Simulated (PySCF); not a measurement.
GaH3O2Se, SMILES [OH][Ga]([OH])[SeH].

The structure is a stationary point at PBE-D3(BJ)/def2-SVP. The structure was generated by enumeration; whether it is a known compound was not checked. Other conformers were not sampled.

These are TDA-M06-2X/def2-SVPD (PySCF) values and carry that method's errors.

Vertical excitations.  State labels are in the subgroup Cs.

Task: Give excitation energies, oscillator strengths and character. (An estimate is asked for; the answer gives what the named calculation found.)

Result: 
```csv
state,symmetry,energy (eV),λ (nm),f,main pairs
S1,A",5.19,239,0.027,"HOMO→LUMO 78 %, HOMO→LUMO+1 12 %"
S2,A",5.56,223,0.008,"HOMO→LUMO+1 73 %, HOMO→LUMO 12 %"
S3,A',6.25,199,0.011,"HOMO→LUMO+2 76 %, HOMO−1→LUMO 15 %"
S4,A",6.72,184,0.000,HOMO−2→LUMO 78 %
S5,A",7.11,174,0.021,HOMO→LUMO+3 77 %
S6,A',7.14,174,0.283,"HOMO−1→LUMO 58 %, HOMO−1→LUMO+1 25 %"
S7,A",7.36,168,0.028,"HOMO−1→LUMO+2 28 %, HOMO→LUMO+4 28 %, HOMO−3→LUMO 27 %"
S8,A",7.42,167,0.003,"HOMO−1→LUMO+2 41 %, HOMO→LUMO+4 36 %, HOMO→LUMO+3 8 %, HOMO→LUMO+7 7 %"
S9,A',7.59,163,0.015,"HOMO−4→LUMO 47 %, HOMO−2→LUMO+2 38 %"
S10,A",7.59,163,0.038,"HOMO−3→LUMO 39 %, HOMO−1→LUMO+2 14 %, HOMO→LUMO+4 10 %, HOMO→LUMO+6 10 %"
T1,A",4.89,254,0,HOMO→LUMO 76 %
T2,A",5.22,238,0,HOMO→LUMO+1 70 %
T3,A',5.65,220,0,HOMO→LUMO+2 89 %
T4,A',6.20,200,0,HOMO−1→LUMO 70 %
```
Triplets are in the Tamm–Dancoff approximation.
